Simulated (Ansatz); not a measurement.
Start from `CB(Cl)CN` and change one atom or group to get `CBCl`.

Ansatz, PBE0-D4/def2-TZVP geometries, multiplicity 1. Each molecule was computed in one conformer, which needn't be the lowest.

```json
{"property": "LUMO energy (PBE0/def2-TZVPP) / eV", "`CB(Cl)CN`": "-0.68"}
{"property": "size of the dipole moment (ωB97M-V/def2-TZVPP) / D", "`CB(Cl)CN`": "1.87"}
{"property": "HOMO–LUMO gap (PBE0/def2-TZVPP) / eV", "`CB(Cl)CN`": "6.17"}
{"property": "HOMO–LUMO gap (PBE/def2-TZVPP) / eV", "`CB(Cl)CN`": "3.69"}
{"property": "HOMO energy (B3LYP/def2-TZVPP) / eV", "`CB(Cl)CN`": "-6.61"}
{"property": "HOMO–LUMO gap (B3LYP/def2-TZVPP) / eV", "`CB(Cl)CN`": "5.72"}
```

(1) What does the change do to each property? (Estimate.)

Results:

(1) Ansatz gave: 
| property | `CBCl` | shift |
| --- | --- | --- |
| LUMO energy (PBE0/def2-TZVPP) / eV | -1.18 | -0.50 |
| size of the dipole moment (ωB97M-V/def2-TZVPP) / D | 1.32 | -0.55 |
| HOMO–LUMO gap (PBE0/def2-TZVPP) / eV | 7.25 | 1.08 |
| HOMO–LUMO gap (PBE/def2-TZVPP) / eV | 4.86 | 1.17 |
| HOMO energy (B3LYP/def2-TZVPP) / eV | -8.20 | -1.59 |
| HOMO–LUMO gap (B3LYP/def2-TZVPP) / eV | 6.81 | 1.09 |

With PBE0 the HOMO falls by 1.58 eV and the LUMO falls by 0.50 eV, so the gap widens by about 1.08 eV. PBE moves the HOMO by -1.69 eV and ωB97M-V by -1.46 eV. Dipoles are sizes alone; their direction can turn.

B3LYP here is the variant with VWN-RPA as its local correlation; programs differ in this.
